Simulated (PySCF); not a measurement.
Excitations are Tamm–Dancoff values on a coarser integration grid. The basis has no diffuse functions, so Rydberg states are missing or too high.

Cartesian coordinates (Å):
```xyz
20

C      2.4447    -0.2643    -0.0655
O      1.1719    -0.3760    -0.6646
Ge    -0.2920     0.0274     0.2775
Si    -0.4763    -1.1076     2.3644
O     -1.5923    -0.2496    -0.8939
C     -1.5980    -1.3985    -1.7188
O     -0.3217     1.7633     0.6235
C     -0.3407     2.6791    -0.4604
H      2.6441     0.7558     0.3146
H      2.5811    -0.9738     0.7756
H      3.2069    -0.5000    -0.8255
H     -1.7712    -0.7398     3.0045
H      0.6604    -0.7232     3.2513
H     -0.4347    -2.5792     2.1163
H     -2.3858    -1.2675    -2.4776
H     -0.6327    -1.5440    -2.2348
H     -1.8294    -2.3193    -1.1484
H     -0.3207     3.6981    -0.0433
H      0.5376     2.5544    -1.1208
H     -1.2514     2.5646    -1.0742
```
Charge 0, multiplicity 1.

Question: Give the T1 excitation (TDA), dipole moment and HOMO at the level r2SCAN-D4/def2-TZVP // r2SCAN-D4/def2-SVP (PySCF).

Answer: 
The T1 excitation (TDA) is 5.49 eV and the dipole moment comes out as 0.276 e·Å. The HOMO comes out as -6.54 eV.
